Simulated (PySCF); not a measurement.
Species: C₆H₉BO₂S.
Cartesian coordinates in Å at the PBE0-D3(BJ)/def2-SVP level; atoms count from 1:
```xyz
19
C6H9BO2S angstrom
C     -2.5851    1.6335   -0.3633
O     -1.2189    1.3132   -0.3941
B     -0.7763    0.0925    0.0097
O     -1.7075   -0.7976    0.4480
C     -1.4467   -2.0908    0.9127
C      0.7657   -0.1287   -0.0895
C      1.6560    0.8185   -0.5589
C      3.0067    0.3890   -0.5619
C      3.1425   -0.8938   -0.0906
S      1.6318   -1.5634    0.3483
H     -2.7084    2.6482   -0.7674
H     -3.1812    0.9328   -0.9704
H     -2.9846    1.6093    0.6640
H     -0.7763   -2.0851    1.7888
H     -0.9920   -2.7238    0.1319
H     -2.4001   -2.5490    1.2139
H      1.3173    1.8008   -0.8908
H      3.8473    0.9982   -0.8967
H      4.0564   -1.4766    0.0198
```

Jobs on this species (19 atoms, 82 electrons) with PySCF (density fitting). Hardware of each: x86-64 server, one thread (shared host). The host was shared with other jobs, so the times are rough.

| level and settings | work | basis functions | SCF cycles | wall time |
| --- | --- | --- | --- | --- |
| PBE0-D3(BJ)/def2-SVP, grid level 1 | geometry optimisation from a GFN2-xTB start | 189 | ? | ? |
| wB97X-D/def2-SVPD | 10 singlets by full TDDFT, 4 Tamm–Dancoff triplets, polarisability, ΔSCF ions | 285 | ? | ? |
| B3LYP/pcSseg-1 | shieldings | 222 | 15 | 60 s |
| PBE0/pcSseg-1 | shieldings, charges and field gradients | 222 | 14 | 68 s |

Fill in the missing figures.

- PBE0-D3(BJ)/def2-SVP, grid level 1; geometry optimisation from a GFN2-xTB start: 2.0 min, 35 SCF cycles
- wB97X-D/def2-SVPD; 10 singlets by full TDDFT, 4 Tamm–Dancoff triplets, polarisability, ΔSCF ions: 7.4 min, 14 SCF cycles

What do all jobs in the table cost together?

About 12 min; the longest takes about 64 % of that, and about 7.4 times as long as the shortest.
